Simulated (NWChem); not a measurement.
C$_{2}$H$_{4}$I cation

```xyz
7

C     -0.3225     2.4412     0.0000
C      0.5416     1.2883     0.0000
I     -0.0281    -0.6078     0.0000
H     -0.0302     3.0792     0.8641
H     -0.0302     3.0792    -0.8641
H     -1.3997     2.2394     0.0000
H      1.6324     1.4385     0.0000
```
Atoms are numbered in this order, from 1.

Results from NWChem. Coordinates come from a PBE0/def2-SVP optimisation. def2 effective core potentials on I; no spin-orbit coupling.

Problem. Predict the results for B3LYP/def2-SVP. Quantities: highest occupied level (eV); orbital gap (eV).

Solution. 
```yaml
highest occupied level (eV): -13.39
orbital gap (eV): 3.72
```
